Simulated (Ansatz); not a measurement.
Gas-phase reaction in SMILES: F[SiH2] -> F[SiH2-] (an electron is taken up)
Geometries: B3LYP-D3(BJ)/def2-TZVP minima from Ansatz (a quantum-chemistry and plane-wave program).

Property: adiabatic electron affinity (electronic energy difference), positive where the reaction releases energy, in eV. Cores are frozen in the correlated levels unless marked. Open shells are spin-unrestricted. Spin-orbit coupling is left out. Non-relativistic. Anions need diffuse functions: aug- sets have them; def2-D sets add few; the other sets have none. CBS(X,Y): correlation extrapolated as X^-3; Hartree-Fock from the larger set.

```
level                                                program  adiabatic electron affinity (eV)
--------------------------------------------  --------------  --------------------------------
PBE0-D3(BJ)/def2-TZVP                         Ansatz + dftd3                               [?]
B2PLYP-D4/def2-TZVPD                          Ansatz + dftd4                               [?]
SCS-MP2/aug-cc-pV(D+d)Z                               Ansatz                              1.25
SCS-MP2/cc-pV(D+d)Z                                   Ansatz                              0.78
SCS-MP2/def2-TZVPP                                    Ansatz                              1.06
CCSD/cc-pVTZ                                          Ansatz                               [?]
CCSD/aug-cc-pV(Q+d)Z                                  Ansatz                              1.32
CCSD(T)/CBS(aug-cc-pV(T+d)Z,aug-cc-pV(Q+d)Z)          Ansatz                              1.41
```

Complete the blanks.


- PBE0-D3(BJ)/def2-TZVP, adiabatic electron affinity (eV): 1.17
- B2PLYP-D4/def2-TZVPD, adiabatic electron affinity (eV): 1.29
- CCSD/cc-pVTZ, adiabatic electron affinity (eV): 1.10
